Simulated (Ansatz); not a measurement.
Reaction (ligand exchange at a B–N bond): `BNC[TeH]` + `CS[SiH2]O` → `BO[SiH2]SC` + `NC[TeH]`

Computed with Ansatz on PBE0-D4/def2-TZVP structures; ΔE is electronic, products minus reactants. CCSD(T)/CBS adds triple-zeta CCSD(T) − MP2 to the extrapolated MP2 energy (def2 sets, frozen cores). Functionals use def2-TZVPP. B3LYP here is the variant with VWN-RPA as its local correlation; programs differ in this. def2 core potentials past Kr. For Te outer-core shells are correlated without core-valence functions, which leaves a few kJ/mol of doubt a bond. Each species was taken in one conformer, which may not be the lowest.

`BNC[TeH]`:

Z-matrix (Å, degrees):
```
C
N 1 1.428
Te 1 2.173 2 114.4
H 1 1.092 2 112.5 3 117.8
H 1 1.087 2 109.7 3 -120.8
B 2 1.388 1 126.0 3 115.3
H 2 1.009 1 114.0 3 -61.9
H 3 1.657 1 92.5 2 -64.4
H 6 1.198 2 118.7 1 0.6
H 6 1.195 2 118.7 1 -179.6
```

`CS[SiH2]O`:

Z-matrix (Å, degrees):
```
C
S 1 1.818
H 1 1.089 2 111.0
H 1 1.090 2 110.8 3 -122.4
H 1 1.089 2 106.9 3 118.9
Si 2 2.119 1 99.7 3 59.8
O 6 1.646 2 113.6 1 -63.8
H 6 1.485 2 104.1 1 173.6
H 6 1.481 2 110.9 1 52.7
H 7 0.959 6 116.7 2 -56.8
```

`BO[SiH2]SC`:

Cartesian coordinates in Å:
```
B 2.069 -0.679 -0.033
O 1.255 -0.408 1.005
Si 0.097 0.767 1.194
S -1.846 0.028 0.843
C -1.741 -0.247 -0.950
H 2.038 0.011 -1.020
H 2.810 -1.617 0.058
H 0.135 1.210 2.603
H 0.409 1.860 0.236
H -2.743 -0.507 -1.288
H -1.067 -1.073 -1.181
H -1.416 0.656 -1.467
```

`NC[TeH]`:

Cartesian coordinates in Å:
```
N 0.092 0.955 0.867
C 0.200 -0.295 0.163
Te -1.647 -0.605 -0.929
H 0.132 1.743 0.234
H 0.824 1.054 1.559
H 0.293 -1.109 0.880
H 1.006 -0.376 -0.574
H -0.900 -1.368 -2.199
```

**Question.** Is it downhill or uphill in electronic energy at CCSD(T)/CBS, and by how much? (Estimate.)

**Answer.** The calculation gave: Uphill: ΔE = +26.4 kJ/mol.

**Question.** What do these levels give: B3LYP-D4, ωB97M-V, B2PLYP, r2SCAN, B3LYP, HF/def2-TZVPP, MP2/def2-TZVPP, CCSD/def2-TZVPP, CCSD(T)/def2-TZVPP, MP2/def2-QZVPP, MP2/CBS(def2), CCSD/CBS(def2)? (An estimate is asked.)

**Answer.** Computed: B3LYP-D4 26.6, ωB97M-V 25.9, B2PLYP 27.0, r2SCAN 30.7, B3LYP 27.2, HF/def2-TZVPP 10.8, MP2/def2-TZVPP 29.2, CCSD/def2-TZVPP 24.2, CCSD(T)/def2-TZVPP 26.7, MP2/def2-QZVPP 28.7, MP2/CBS(def2) 28.9, CCSD/CBS(def2) 23.9 kJ/mol.

Largest T1 diagnostic among the species: 0.012.

From PBE to PBE0 (25 % exact exchange), in def2-TZVPP and without D4, ΔE moves by −3.7 kJ/mol. In def2-TZVPP, CCSD(T) changes the Hartree–Fock value by +15.8 kJ/mol (the triples alone add +2.5 kJ/mol) and MP2 by +18.4 kJ/mol.
